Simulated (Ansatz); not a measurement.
Species: [Zr(Cl)4] (charge 0, multiplicity 1).

**Question.** Give a relaxed geometry from PBE-D3(BJ)/def2-SVP (Ansatz, a program for electronic structure).

**Answer.** the end point of this relaxation.
Z-matrix (Å, degrees):
```
Zr
Cl 1 2.3340
Cl 1 2.3340 2 109.47
Cl 1 2.3340 2 109.47 3 -120.00
Cl 1 2.3340 2 109.47 3 120.00
```
